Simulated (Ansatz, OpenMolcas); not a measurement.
**Predicting a hybrid from its neighbours: BrCl (bromine chloride)**

BrCl: 2 atoms, total charge 0, spin state singlet. SMILES: `ClBr`. The bond length is the measured one.

The HOMO–LUMO gap y, in eV, basis def2-TZVPPD; a is the functional's share of exact exchange. Programs: Ansatz 0.2.0, OpenMolcas 26.06.

| functional | program | a | y (eV) |
| --- | --- | --- | --- |
| TPSS | OpenMolcas | 0 | 2.87 |
| r2SCAN | Ansatz | 0 | 3.04 |
| B3LYP | Ansatz | 0.2 | 4.46 |
| PBE0 | Ansatz | 0.25 | ? |
| r2SCAN0 | Ansatz | 0.25 | 5.22 |
| BHLYP | Ansatz | 0.5 | 7.23 |

Q: Fit y = c + s·a to the known rows and predict PBE0.

A: 
1. Means of the 5 rows: a = 0.1900, y = 4.564.
2. Σ(Δa)² = 0.172, Σ(Δa·Δy) = 1.4762, so the slope is 1.4762/0.172 = 8.5826.
3. Intercept: 4.564 − (8.5826) × 0.1900 = 2.933. The largest residual of the fit is 0.19.
4. PBE0: 2.933 + (8.5826) × 0.25 = 5.08 eV.

The run gave 4.98 eV, so the prediction is off by +0.10 eV, within the scatter of the fit. Exact exchange lowers occupied levels and raises empty ones.
